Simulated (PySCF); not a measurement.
Level sweep

Species: GeH₆N₂.
SMILES with atom numbers: `[NH2:1][GeH2:2][NH2:3]` (hydrogens: H4, H5 on N1; H6, H7 on Ge2; H8, H9 on N3)

Structure used (PBE0-D3(BJ)/def2-SVP), in Å, numbered top down from 1:
```
atom  x, y, z in Å
N1     1.4349   -0.3319    0.4028
Ge2   -0.2335    0.3997    0.2273
N3    -1.5100   -0.8890   -0.0821
H4     1.4607   -1.1871    0.9530
H5     1.9192   -0.4964   -0.4751
H6    -0.6537    1.0555    1.5542
H7    -0.0888    1.4529   -0.8969
H8    -2.4536   -0.6246    0.1901
H9    -1.5389   -1.2694   -1.0243
```

PySCF, dipoles from the SCF density, polarisabilities from static response with core orbitals frozen. Isolated species at its PBE0-D3(BJ)/def2-SVP geometry (one conformer only). The LDA/def2-SVPD calculation is non-relativistic and has no spin–orbit coupling, an omission that weighs most on germanium.

Question: Compare the levels for these properties.

Answer: 

```tsv
level	μ (D)	α (Å³)	anisotropy (Å³)
LDA/def2-SVPD	1.534	7.86	1.20
PBE/def2-SVPD	1.498	7.73	1.21
B3LYP/def2-SVPD	1.536	7.44	1.03
PBE0/def2-SVPD	1.539	7.33	1.01
BHandHLYP/def2-SVPD	1.580	7.06	0.87
CAM-B3LYP/def2-SVPD	1.573	7.28	0.93
wB97X-D/def2-SVPD	1.571	7.27	0.94
LC-wPBE/def2-SVPD	1.601	7.07	0.86
HF/def2-SVPD	1.651	6.66	0.69
PBE0/6-31G*	1.831	5.70	0.88
PBE0/def2-SVP	1.735	5.93	0.75
PBE0/aug-cc-pVDZ	1.501	7.62	1.18
PBE0/def2-TZVP	1.622	6.81	0.95
PBE0/def2-TZVPD	1.504	7.54	1.11
PBE0/aug-cc-pVTZ	1.505	7.64	1.14
```

The anisotropy is √(½[(α1 − α2)² + (α2 − α3)² + (α3 − α1)²]). The dipole runs from 1.50 D (PBE/def2-SVPD) to 1.83 D (PBE0/6-31G*). No reference polarisability is at hand; against PBE0 in the largest diffuse basis at hand (aug-cc-pVTZ) the other PBE0 rows deviate by 6-31G* -25%, def2-SVP -22%, def2-SVPD -4%, aug-cc-pVDZ 0%, def2-TZVP -11%, def2-TZVPD -1%. In one basis (def2-SVPD) the functionals order the polarisability from HF (lowest) to LDA (highest), a spread of 18%. With PBE0 the polarisability is 6.15 Å³ without diffuse functions (mean of 6-31G*, def2-SVP and def2-TZVP) and 7.53 Å³ with them (mean of def2-SVPD, aug-cc-pVDZ, def2-TZVPD and aug-cc-pVTZ).

Without π bonds the low states are Rydberg-like; a valence basis with one diffuse set may place them up to an eV too high.
